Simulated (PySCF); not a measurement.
**Selenium: a sound run and one with changed settings**

Sound run: Se(2+) [Ar] 3d10 4s2 4p2, Se(3+) [Ar] 3d10 4s2 4p1. Computed with PySCF 2.14 in aug-cc-pVDZ-PP with ECP10MDF (5s4p3d, 32 functions), with a scalar-relativistic core potential. The sound run starts from symmetry-adapted Hartree-Fock orbitals and uses a fine grid where one is needed.

Changed run: basis STO-3G, all-electron and non-relativistic. This setting is unsound on purpose.

| species | method | sound run (hartree) | changed run (hartree) | converged |
| --- | --- | --- | --- | --- |
| Se(2+) | UHF | -370.76769 | -2372.53530 | yes |
| Se(2+) | PBE0 | -371.94206 | -2373.51634 | yes |
| Se(2+) | M06-2X | -372.15194 | -2373.75015 | yes |
| Se(3+) | UHF | -369.62941 | -2371.38172 | yes |
| Se(3+) | PBE0 | -370.78246 | -2372.33719 | yes |
| Se(3+) | M06-2X | -371.00283 | -2372.57081 | yes |

Ionisation energy of Se(2+):

```
method  sound run (eV)  changed run (eV)
   UHF          30.974            31.390
  PBE0          31.554            32.086
M06-2X          31.269            32.091
```

A minimal basis cannot let orbitals breathe on ionisation and holds almost no correlation. The Hamiltonian changed with the basis, so the totals do not compare.

For comparison, NIST gives 31.697 ± 0.019 eV between the lowest levels.
